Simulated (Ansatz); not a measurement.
A made-up structure of ZnH3S (charge +1), singlet:

```
atom    x (Å)    y (Å)    z (Å)
  S1  -0.2375  -1.1684  -0.3219
 Zn2   0.7695   0.9469  -0.1108
  H3  -0.4781  -1.3597   0.9940
  H4   0.2053   0.8053   1.3043
  H5   1.4340   2.3037   0.0126
```

It is relaxed with PBE-D4/def2-SVP and then PBE0-D4/def2-TZVP (Ansatz 0.2.0). Atoms count as bonded within 1.22 times the sum of their covalent radii (H–H: 0.88 Å). The end point is not checked to be a true minimum.

Task: Does its bonding change? (A judgement: the text doesn't fix the answer.)

Result: Computed: Yes. Formed: S1–H4; broken: Zn2–H4.

Where it ends: The first stage lowers the energy by 3.89 eV in 11 steps. It ends as ZnH₃S ([SH2][ZnH]), total charge +1:
```
atom    x (Å)    y (Å)    z (Å)
  S1  -0.5119  -0.5555   0.1310
 Zn2   1.0613   1.1793  -0.0884
  H3   0.2498  -1.3618   0.9028
  H4  -1.1771  -0.0321   1.1843
  H5   2.0712   2.2979  -0.2516
```

Labels in which every atom is bracketed show which atoms are joined, not bond orders.

For scale, one of the runs: PBE0-D4/def2-TZVP relaxation, 103 basis functions, launched by `ansatz run in.yaml --threads 2 --pin off --events-out ev --progress --plain --max-ram 4352MiB`. The run took about 14 s on 2 CPU threads of an Arm Neoverse V1 (shared host).
